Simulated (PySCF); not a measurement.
## Excitation energies in several basis sets

C₂H₇FSi₂.
Atom-mapped SMILES: `[F:1][SiH:2]1[CH2:3][SiH2:4][CH2:5]1` (hydrogens: H6 on Si2; H7, H8 on C3; H9, H10 on Si4; H11, H12 on C5)

TDDFT with PBE0 (PySCF), vertical singlets, core orbitals frozen in the response, spherical d and f functions. Isolated species at its PBE0-D3(BJ)/def2-SVP geometry, gas phase.

| basis | functions | diffuse | S1 (eV) | S2 (eV) | S3 (eV) | S4 (eV) | S5 (eV) | LUMO (eV) | α (au) |
| --- | --- | --- | --- | --- | --- | --- | --- | --- | --- |
| 6-31G* | 92 | no | 6.81 | 6.93 | 7.21 | 7.87 | 7.94 | 0.46 | 60.7 |
| 6-31+G* | 112 | yes | 6.58 | 6.58 | 6.93 | 7.02 | 7.47 | -0.12 | 67.9 |
| def2-SVP | 113 | no | 6.76 | 7.06 | 7.19 | 7.78 | 7.88 | 0.27 | 64.1 |
| def2-SVPD | 167 | yes | 6.51 | 6.72 | 7.00 | 7.23 | 7.53 | -0.03 | 73.3 |
| aug-cc-pVDZ | 186 | yes | 6.45 | 6.50 | 6.81 | 6.95 | 7.38 | -0.20 | 74.8 |
| def2-TZVP | 209 | no | 6.48 | 6.67 | 6.92 | 7.50 | 7.51 | 0.00 | 71.0 |
| def2-TZVPD | 263 | yes | 6.41 | 6.52 | 6.86 | 7.00 | 7.43 | -0.12 | 74.4 |

Task: How much do these states and the polarisability depend on the basis?

Result: States are compared by their number. Against the largest diffuse basis here (def2-TZVPD, itself not a converged limit), sets without diffuse functions differ by up to 0.41 eV in S1 and 0.51 eV in S5; the smaller diffuse sets differ by up to 0.17 and 0.11 eV. State by state, the largest deviation of a set without diffuse functions is S1 0.41, S2 0.54, S3 0.35, S4 0.87, S5 0.51 eV. The same number needn't mean the same state in each row. Against def2-TZVPD the polarisability deviates by -19% in 6-31G*, -9% in 6-31+G*, -14% in def2-SVP, -1% in def2-SVPD, +1% in aug-cc-pVDZ, -5% in def2-TZVP. A single + in a Pople set puts diffuse functions on heavy atoms only.

Without π bonds the low states are Rydberg-like; a valence basis with one diffuse set may place them up to an eV too high.
